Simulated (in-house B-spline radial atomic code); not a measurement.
Configurations of V IX (V8+), with energies counted from [Ne] 3s2 3p3. All numbers are computed (Dirac-Hartree-Fock, average of configuration; Fermi nucleus of rms radius 3.6002 fm) with a radial B-spline atomic code at the basis-set limit, not measured. Energies include first-order Breit, QED and recoil terms.

| configuration | E - E(ref) (eV) | highest orbital | its <r> (bohr) |
| --- | --- | --- | --- |
| [Ne] 3s1 3p3 3d1 | 72.795 | 3d5/2 | 0.8621 |
| [Ne] 3s2 3p2 4d1 | 120.74 | 4d5/2 | 1.985 |
| [Ne] 3s2 3p2 4f1 | 129.57 | 4f7/2 | 1.896 |
| [Ne] 3s1 3p3 4f1 | 159 | 4f7/2 | 1.893 |
| [Ne] 3s2 3p2 7s1 | 172.37 | 7s1/2 | 6.574 |
| [Ne] 3s1 3p3 5d1 | 180.55 | 5d5/2 | 3.4 |

Task: Order these further configurations by energy, lowest first.
A. [Ne] 3s2 3p2 5d1
B. [Ne] 3s2 3p2 7g1
C. [Ne] 3s2 3p2 7f1
D. [Ne] 3s2 3p2 3d1
E. [Ne] 3s2 3p2 5g1

Result: D (43.817 eV), A (151.07 eV), E (156.2 eV), C (177.4 eV), B (177.82 eV).

Task: How far above the reference does [Ne] 3s1 3p3 5f1 lie?

Result: 184.57 eV; its least bound orbital is 5f7/2 with <r> = 3.367 bohr.
